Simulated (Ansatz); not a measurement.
Geometry optimisation, RKS B3LYP/def2-SVP (Ansatz 0.2.0).

input.yaml

```yaml
crystal:
  periodic: [false, false, false]
  atoms:
    - { symbol: Si, position_ang: [0.0, 0.0, 0.0] }
    - { symbol: O, position_ang: [0.0, 0.0, 1.68] }
    - { symbol: H, position_ang: [-0.9095, -0.2814, 2.0171] }
    - { symbol: Cl, position_ang: [2.0086, 0.0, -0.7093] }
    - { symbol: F, position_ang: [-0.7489, 1.2974, -0.5295] }
    - { symbol: O, position_ang: [-0.7913, -1.3709, -0.5594] }
    - { symbol: H, position_ang: [-1.2459, -1.8365, 0.2129] }
basis:
  gaussian: { orbitals: def2-SVP }
hamiltonian:
  xc: b3lyp
relax:
  f_tol: 0.02
  max_steps: 40
```

Run as:

```bash
$ ansatz run input.yaml --threads 1 --pin off --max-ram 2048MiB --backend cpu --events-out ev --progress --plain --runs-dir out
```

Q: Where does it end, and by what steps?

A: It converged. After 15 steps the energy has fallen by 0.383 eV; H7 moved furthest, 0.86 Å.

```json
{"step": "0", "energy less start (eV)": "0.0000", "largest force component (eV/Å)": "1.767", "accepted": "yes"}
{"step": "1", "energy less start (eV)": "-0.2175", "largest force component (eV/Å)": "1.073", "accepted": "yes"}
{"step": "2", "energy less start (eV)": "-0.2771", "largest force component (eV/Å)": "0.314", "accepted": "yes"}
{"step": "3", "energy less start (eV)": "-0.2957", "largest force component (eV/Å)": "0.706", "accepted": "yes"}
{"step": "4", "energy less start (eV)": "-0.3064", "largest force component (eV/Å)": "0.494", "accepted": "yes"}
{"step": "5", "energy less start (eV)": "-0.2618", "largest force component (eV/Å)": "2.112", "accepted": "no"}
{"step": "6", "energy less start (eV)": "-0.3354", "largest force component (eV/Å)": "0.218", "accepted": "yes"}
{"step": "7", "energy less start (eV)": "-0.3478", "largest force component (eV/Å)": "0.577", "accepted": "yes"}
{"step": "8", "energy less start (eV)": "-0.3677", "largest force component (eV/Å)": "0.153", "accepted": "yes"}
{"step": "9", "energy less start (eV)": "-0.3736", "largest force component (eV/Å)": "0.193", "accepted": "yes"}
{"step": "10", "energy less start (eV)": "-0.3134", "largest force component (eV/Å)": "2.170", "accepted": "no"}
{"step": "11", "energy less start (eV)": "-0.3783", "largest force component (eV/Å)": "0.098", "accepted": "yes"}
{"step": "12", "energy less start (eV)": "-0.3800", "largest force component (eV/Å)": "0.188", "accepted": "yes"}
{"step": "13", "energy less start (eV)": "-0.3816", "largest force component (eV/Å)": "0.089", "accepted": "yes"}
{"step": "14", "energy less start (eV)": "-0.3828", "largest force component (eV/Å)": "0.088", "accepted": "yes"}
{"step": "15", "energy less start (eV)": "-0.3835", "largest force component (eV/Å)": "0.013", "accepted": "yes"}
```

```xyz
7
Properties=species:S:1:pos:R:3
Si -0.107 -0.059 0.098
O 0.009 0.031 1.731
H -0.799 0.222 2.225
Cl 1.810 -0.250 -0.597
F -0.762 1.291 -0.483
O -1.079 -1.259 -0.455
H -0.758 -2.167 -0.407
```

Run time: 61 s on 1 thread of Arm Neoverse V1, with other jobs on the host, peak memory 0.18 GiB.
